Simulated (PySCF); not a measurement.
Mo(S)2(OH)2 (H₂MoO₂S₂), SMILES [OH][Mo]([OH])(=[S])=[S], multiplicity 1.

The structure is a stationary point at PBE0-D3(BJ)/def2-SVP. The geometry has at least one imaginary mode, so it is a saddle point at that level. The multiplicity is an assumed one; other spin states were not compared. The def2 effective core potentials stand for the cores of Mo; spin–orbit coupling is left out. The values are those of a single conformer.

All values below come from TDA-B3LYP/def2-SVPD run with PySCF 2.14.0.

Vertical excitations.  State labels are in the subgroup C2v.

Problem. Give excitation energies, oscillator strengths and character. (Estimate from the structure and the level; the computed values follow.)

Solution. 
| state | symmetry | energy (eV) | λ (nm) | f | main pairs |
|---|---|---|---|---|---|
| S1 | B2 | 2.71 | 458 | 0.001 | HOMO→LUMO+1 98 % |
| S2 | B1 | 2.82 | 439 | 0.028 | HOMO→LUMO 83 % |
| S3 | A2 | 3.18 | 390 | 0.000 | HOMO−1→LUMO 98 % |
| S4 | B2 | 3.49 | 355 | 0.002 | HOMO−2→LUMO 98 % |
| S5 | A2 | 3.73 | 333 | 0.000 | HOMO→LUMO+2 98 % |
| S6 | A1 | 3.92 | 316 | 0.008 | HOMO−1→LUMO+1 67 %, HOMO−3→LUMO 18 %, HOMO→LUMO+4 11 % |
| S7 | B1 | 4.04 | 307 | 0.001 | HOMO→LUMO+3 52 %, HOMO−2→LUMO+1 46 % |
| S8 | A1 | 4.31 | 288 | 0.001 | HOMO→LUMO+4 57 %, HOMO−3→LUMO 39 % |
| S9 | B1 | 4.39 | 282 | 0.000 | HOMO−4→LUMO 88 % |
| S10 | B1 | 4.41 | 281 | 0.015 | HOMO−1→LUMO+2 52 %, HOMO→LUMO+3 20 %, HOMO−2→LUMO+1 16 %, HOMO−4→LUMO 9 % |
| T1 | B1 | 1.96 | 633 | 0 | HOMO→LUMO 98 % |
| T2 | B2 | 2.46 | 503 | 0 | HOMO→LUMO+1 97 % |
| T3 | A2 | 2.91 | 425 | 0 | HOMO−1→LUMO 96 % |
| T4 | A1 | 2.95 | 420 | 0 | HOMO−1→LUMO+1 90 % |
Triplets are in the Tamm–Dancoff approximation.
